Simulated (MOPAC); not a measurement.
MOPAC input (AM1):

```
AM1 PRECISE GNORM=0.05 LET XYZ CHARGE=-1 GEO-OK AUX(PRECISION=9) THREADS=1
F3S

F     1.72715667 1   -0.68083241 1    0.03696662 1
S     0.19289089 1    0.32406552 1    0.04439435 1
F    -1.42173473 1    1.19395524 1    0.03332705 1
F    -0.64833907 1   -1.08923931 1   -0.14921696 1
```

**Question.** What heat of formation does the run end on?

**Answer.** -178.32 kcal/mol.
